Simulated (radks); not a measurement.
Values are calculated unless marked as measured or tabulated.
Gd5+, configuration [Kr] 4d10 4f6 5s2 5p5 (the NIST ground configuration). Code: a radial shooting solver on a logarithmic mesh with Libxc functionals. Model: scalar-relativistic Kohn-Sham, r2SCAN, spin-polarised, spherical densities, finite nucleus; open shells are filled with parallel spins first (spin-orbit coupling, left out, can overturn this in heavy ions); meta-GGA in the generalised Kohn-Sham scheme; Fermi nuclear charge, rms radius 5.1569 fm.

Unscreened Slater integrals over Kohn-Sham orbitals (cm^-1). They are taken over the spin-up orbitals.

| integral | value |
|---|---|
| F0(4f,4f) | 258520 |
| F2(4f,4f) | 124720 |
| F4(4f,4f) | 78616 |
| F6(4f,4f) | 56662 |
| F0(4f,5p) | 165730 |
| F2(4f,5p) | 58260 |
| G2(4f,5p) | 28061 |
| G4(4f,5p) | 22444 |
| F0(4f,5s) | 181210 |
| G3(4f,5s) | 32463 |
| F0(4f,4d) | 281770 |
| F2(4f,4d) | 136790 |
| F4(4f,4d) | 87706 |
| G1(4f,4d) | 160930 |
| G3(4f,4d) | 101600 |
| G5(4f,4d) | 71992 |
| F0(5p,5p) | 138550 |
| F2(5p,5p) | 75534 |
| F0(5p,5s) | 145930 |
| G1(5p,5s) | 99101 |
| F0(5p,4d) | 171620 |
| F2(5p,4d) | 50769 |
| G1(5p,4d) | 14360 |
| G3(5p,4d) | 14136 |
| F0(5s,5s) | 155140 |
| F0(5s,4d) | 188870 |
| G2(5s,4d) | 20507 |
| F0(4d,4d) | 312630 |
| F2(4d,4d) | 159320 |
| F4(4d,4d) | 106750 |

Derived for the open shells (J is the average intra-shell exchange parameter used in DFT+U). 4f: F4/F2 = 0.630, F6/F2 = 0.454, J = (286 F2 + 195 F4 + 250 F6)/6435 = 10130 cm^-1. 5p: J = F2/5 = 15110 cm^-1.
